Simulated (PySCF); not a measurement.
# Bromine: a sound run and one with changed settings

Sound run: Br [Ar] 3d10 4s2 4p5, Br⁺ [Ar] 3d10 4s2 4p4. Calculation: PySCF 2.14, in pcseg-2; no relativity, point nucleus. In the sound run the correlated levels freeze [Ar] 3d10. The sound run starts from symmetry-adapted Hartree-Fock orbitals and uses a fine grid where one is needed.

Changed run: all electrons correlated in a basis built for the valence shell.

```json
{"species": "Br", "method": "MP2", "sound run (hartree)": "-2572.55039", "changed run (hartree)": "-2572.65740", "converged": "yes"}
{"species": "Br⁺", "method": "MP2", "sound run (hartree)": "-2572.12502", "changed run (hartree)": "-2572.23019", "converged": "yes"}
```

Ionisation energy of Br:

```
 method  sound run (eV)  changed run (eV)
    UHF          10.767            10.767
    MP2          11.575            11.625
SCS-MP2          11.572            11.604
```

A valence basis has no tight correlating functions, so it recovers only part of the core correlation, and not evenly between atom and ion.

For comparison, NIST gives 11.814 eV between the lowest levels.
